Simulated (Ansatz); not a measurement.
Coupled-cluster run, `C[Se][AlH2]`.

```yaml
crystal:
  periodic: [false, false, false]
  atoms:
    - {symbol: C, position_ang: [-0.473501, 1.175824, -0.682168]}
    - {symbol: Se, position_ang: [-0.596310, 0.486906, 1.152948]}
    - {symbol: Al, position_ang: [0.590116, -1.465565, 0.893728]}
    - {symbol: H, position_ang: [0.013851, 2.147657, -0.647676]}
    - {symbol: H, position_ang: [-1.482705, 1.278934, -1.074606]}
    - {symbol: H, position_ang: [0.100202, 0.495145, -1.307894]}
    - {symbol: H, position_ang: [1.174370, -1.776077, -0.546664]}
    - {symbol: H, position_ang: [0.766076, -2.399824, 2.156732]}
basis:
  gaussian: {orbitals: def2-SVP}
correlation: {method: ccsd_t}
```

```sh
$ ansatz run in.yaml --threads 2 --pin off --events-out ev --progress --plain --max-ram 20480MiB --backend cpu
```

Log, shortened:

```
Functional definition: HF
873 factors; integrals over basis functions are off by at most 1.2e-3 eV
mean field evaluation 1: about -72984.2243 eV, gradient 1.7e1 eV
mean field evaluation 2: about -72984.2495 eV, gradient 1.7e1 eV
mean field evaluation 4: about -72985.3607 eV, gradient 2.2e0 eV
mean field evaluation 8: about -72985.3775 eV, gradient 3.9e-4 eV
mean field -72985.37745443 eV, -2682.1631501845 hartree, gradient 3.4e-6 eV, S^2 0.000000; 0 other end points of the search recorded, 0 dependent functions left out
15 core orbitals not correlated: weight in the atoms' cores, before any rotation towards them, 1.000 or more for the frozen orbitals, at most 0.000 for the correlated occupied ones
reference -72985.37745443 eV, -2682.1631501845 hartree; 14, 14 occupied and 60, 60 virtual orbitals, 873 factors
second order -12.19017534 eV of doubles, -0.00000000 eV of singles
cycle   1  -12.68543848 eV  change   -5.0e-1 eV  update   8.0e-2
cycle   2  -13.08528049 eV  change   -4.0e-1 eV  update   2.5e-2
cycle   3  -13.12549071 eV  change   -4.0e-2 eV  update   1.1e-2
cycle   4  -13.11970592 eV  change    5.8e-3 eV  update   3.6e-3
cycle   5  -13.12097005 eV  change   -1.3e-3 eV  update   1.5e-3
cycle   6  -13.12021640 eV  change    7.5e-4 eV  update   5.2e-4
cycle   7  -13.12009737 eV  change    1.2e-4 eV  update   1.6e-4
cycle   8  -13.12014733 eV  change   -5.0e-5 eV  update   5.0e-5
cycle   9  -13.12014012 eV  change    7.2e-6 eV  update   1.5e-5
perturbative correction -0.35538645 eV, -0.0130602110 hartree
Total energy: -72998.85298099 eV, -2682.6583666517 hartree
```

Hardware: 2 threads of a server CPU on a shared host. Wall time 2.8 s, peak host memory 0.3 GiB.

Correlation energy per correlated electron: -0.481 eV. T1 diagnostic: 0.0099.
